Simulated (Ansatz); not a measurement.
Calculated with Ansatz (gas phase, PBE0-D4/def2-TZVP geometries, no zero-point term in ΔE). CCSD(T)/CBS is the MP2 limit (def2-TZVPP, def2-QZVPP) plus CCSD(T) − MP2 in def2-TZVPP, frozen cores. This one scheme is used for every species. DFT in def2-TZVPP. One conformer a species, not always the lowest.

Reaction (cleavage of the Si–Si bond): `N[SiH2][SiH3]` + `O[SiH2][SiH3]` → `N[SiH2]O[SiH2][SiH3]` + SiH₄

`N[SiH2][SiH3]`:

```xyz
10

N    -0.869    1.563    0.071
Si    0.278    0.506   -0.665
Si    0.415   -1.453    0.610
H    -1.784    1.215    0.311
H    -0.922    2.524   -0.226
H     1.587    1.214   -0.684
H    -0.016    0.119   -2.081
H    -0.941   -2.051    0.775
H     0.970   -1.183    1.963
H     1.281   -2.453   -0.073
```

`O[SiH2][SiH3]`:

Z-matrix (Å, degrees):
```
Si
Si 1 2.347
O 1 1.654 2 112.4
H 1 1.484 2 110.6 3 117.6
H 1 1.493 2 108.5 3 -123.5
H 2 1.489 1 110.0 3 177.8
H 2 1.491 1 110.1 3 58.6
H 2 1.488 1 111.4 3 -61.5
H 3 0.958 1 117.6 2 -58.8
```

`N[SiH2]O[SiH2][SiH3]`:

```xyz
14

N     0.007   -1.982   -0.058
Si   -1.239   -1.233   -0.947
O    -1.234    0.406   -0.872
Si   -0.418    1.680   -0.247
Si    1.413    1.024    1.066
H    -0.061   -2.194    0.922
H     0.928   -2.147   -0.425
H    -2.536   -1.685   -0.393
H    -1.068   -1.603   -2.372
H    -1.349    2.491    0.586
H     0.066    2.542   -1.360
H     0.993    0.196    2.230
H     2.416    0.258    0.277
H     2.082    2.248    1.592
```

SiH₄:

Z-matrix (Å, degrees):
```
Si
H 1 1.485
H 1 1.485 2 109.5
H 1 1.485 2 109.5 3 -120.0
H 1 1.485 2 109.5 3 120.0
```

```csv
level,ΔE (kcal/mol)
PBE,-26.1
PBE0,-28.2
MP2/def2-TZVPP,-35.2
CCSD/def2-TZVPP,-33.9
CCSD(T)/def2-TZVPP,-33.5
SCS-MP2/def2-QZVPP,-35.6
HF/CBS(def2),-38.0
CCSD/CBS(def2),-33.7
```

Q: What does CCSD(T)/CBS give? (An estimate is asked.)

A: The calculation gave: -33.3 kcal/mol. The listed levels differ from it by 7.2, 5.1, -1.9, -0.6, -0.2, -2.3, -4.7, -0.4 kcal/mol.

Largest T1 diagnostic among the species: 0.012.

In def2-TZVPP, CCSD(T) changes the Hartree–Fock value by +4.1 kcal/mol (the triples alone add +0.4 kcal/mol) and MP2 by +2.4 kcal/mol. From PBE to PBE0 (25 % exact exchange), in def2-TZVPP and without D4, ΔE moves by −2.1 kcal/mol.
